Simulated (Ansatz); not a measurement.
Consider the redistribution: `C[NH][Al]([CH3])[F]` + `F[CH2][GaH][SH]` → `[CH3][Al]([F])[SH]` + `C[NH][GaH][CH2]F`.

Computed with Ansatz on PBE0-D4/def2-TZVP structures; ΔE is electronic, products minus reactants. CCSD(T)/CBS is the MP2 limit (def2-TZVPP, def2-QZVPP) plus CCSD(T) − MP2 in def2-TZVPP, frozen cores. DFT in def2-TZVPP. For Ga outer-core shells are correlated without core-valence functions, which leaves a few kJ/mol of doubt a bond. Scalar relativity is left out up to krypton. Each species was taken in one conformer, which may not be the lowest.

**Question.** Is it downhill or uphill in electronic energy at CCSD(T)/CBS, and by how much? (Estimate.)

**Answer.** Ansatz gave: Uphill: ΔE = +25.9 kJ/mol.

**Question.** What do these levels give: r2SCAN-D4, PBE0-D4, ωB97M-V, B2PLYP, r2SCAN, HF/def2-TZVPP, MP2/def2-TZVPP, SCS-MP2/def2-TZVPP, CCSD(T)/def2-TZVPP, HF/def2-QZVPP, HF/CBS(def2), MP2/CBS(def2)? (An estimate is asked.)

**Answer.** The calculation gave: r2SCAN-D4 31.0, PBE0-D4 30.3, ωB97M-V 31.4, B2PLYP 29.9, r2SCAN 31.2, HF/def2-TZVPP 35.3, MP2/def2-TZVPP 26.9, SCS-MP2/def2-TZVPP 27.6, CCSD(T)/def2-TZVPP 26.9, HF/def2-QZVPP 35.1, HF/CBS(def2) 35.0, MP2/CBS(def2) 25.9 kJ/mol.

Largest T1 diagnostic among the species: 0.014.

In def2-TZVPP, CCSD(T) changes the Hartree–Fock value by −8.5 kJ/mol (the triples alone add −1.3 kJ/mol) and MP2 by −8.4 kJ/mol.
